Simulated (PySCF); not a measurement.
Working out the ionisation energy of V

V [Ar] 3d3 4s2 (4F) → V⁺ [Ar] 3d4 (5D). Calculation: PySCF 2.14, in def2-SVP (5s3p2d1f, 31 functions); no relativity, point nucleus. Frozen: [Ar]. Energies in hartree (1 hartree = 27.21139 eV):

```csv
part,V (lower),V⁺ (upper)
UHF,-942.752233,-942.530043
MP2 opposite-spin,-0.022763,0.000000
MP2 same-spin,-0.014821,-0.030589
```

Task: What does Hartree-Fock give?

Result: (-942.530043) − (-942.752233) = 0.222190 hartree = 6.046 eV.

Task: What do MP2 and SCS-MP2 (6/5 opposite-spin, 1/3 same-spin) give?

Result: The opposite-spin parts differ by 0.619 eV and the same-spin parts by -0.429 eV. MP2: 6.046 + (0.619) + (-0.429) = 6.236 eV. SCS-MP2: 6.046 + 1.2 × (0.619) + (-0.429)/3 = 6.646 eV.

Measured between the centres of the two terms (NIST): 6.732 eV, so MP2 (valence) is off by -0.496 eV.

The calculation is non-relativistic.

A double-zeta basis recovers only part of the correlation energy.

What remains against the reference includes basis incompleteness, the frozen core and correlation beyond second order.
